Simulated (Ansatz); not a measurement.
Basis sets compared for Sn₂₄AsH₃₄⁻. Total charge -1; singlet. Geometry r2SCAN-D4/def2-SVP. Ansatz on 11 threads of AMD EPYC 7R13 on a shared host and a whole NVIDIA H100 80GB HBM3; times are rough, and most runs start from earlier orbitals.

Cartesian coordinates in Å:
```
Sn -0.374 4.646 -1.973
Sn 3.631 2.878 -0.095
Sn -0.537 -0.388 5.406
Sn 3.564 0.188 3.752
As 0.169 1.877 1.652
Sn -2.299 -0.034 -0.477
Sn 0.119 0.101 -1.976
Sn 0.232 -2.155 1.247
Sn -3.211 2.071 -4.239
Sn -2.703 -2.537 -4.006
Sn 4.311 -1.546 -0.250
Sn 1.085 -4.616 -2.463
Sn -0.519 4.281 0.820
Sn -1.127 1.943 3.943
Sn -4.061 1.904 -1.577
Sn 2.597 2.497 2.471
Sn -0.492 2.344 -3.604
Sn 2.864 0.542 -1.456
Sn 2.129 0.053 6.158
Sn -0.756 -2.750 3.865
Sn 2.954 -2.057 2.149
Sn -3.524 -2.417 -1.331
Sn 0.059 -2.237 -3.591
Sn 0.623 -4.843 0.316
Sn -3.704 -0.383 -5.501
H -1.681 5.706 -2.380
H 1.058 5.551 -2.305
H 5.352 3.011 -0.162
H 3.005 4.324 -0.800
H -1.527 -0.307 6.831
H 5.256 0.434 4.049
H -2.311 0.138 1.236
H -3.902 3.372 -5.149
H -3.166 -4.019 -4.773
H 5.947 -0.984 -0.167
H 4.331 -2.882 -1.345
H 2.754 -4.648 -2.911
H 0.355 -5.863 -3.423
H 0.434 5.500 1.595
H -2.152 4.548 1.315
H -0.730 3.384 4.817
H -2.800 2.079 3.532
H -3.917 3.467 -0.855
H -5.722 1.453 -1.409
H 2.608 3.925 3.451
H 0.535 2.619 -4.970
H 3.363 0.739 -3.112
H 2.317 1.506 7.078
H 2.738 -1.213 7.165
H -0.005 -3.932 4.893
H -2.445 -3.140 3.966
H 3.767 -3.379 2.934
H -2.939 -3.809 -0.501
H -5.231 -2.365 -1.097
H 0.830 -1.865 -5.098
H -0.747 -5.906 0.373
H 1.940 -5.838 0.857
H -5.396 -0.566 -5.814
H -2.951 -0.400 -7.057
```

In the def2 sets Sn takes a core potential; there is no spin–orbit coupling. Single mean-field runs in def2-SVP, def2-TZVP are fitted with def2-universal-jkfit.

| level | functions | energy (Eh) | HOMO (eV) | LUMO (eV) | wall time |
| --- | --- | --- | --- | --- | --- |
| PBE-D4/def2-SVP | 826 | -7399.4405 | -2.69 | -0.78 | 9 s |
| PBE0-D4/def2-SVP | 826 | -7399.7977 | -3.37 | -0.13 | 11 s |

Q: Estimate the rows for PBE-D4/def2-TZVP (with forces), PBE0-D4/def2-TZVP.

A: 
```
                         level  functions  energy (Eh)  HOMO (eV)  LUMO (eV)  wall time
PBE-D4/def2-TZVP (with forces)       1452   -7399.9096      -2.84      -0.92       16 s
             PBE0-D4/def2-TZVP       1452   -7400.2418      -3.48      -0.24       21 s
```
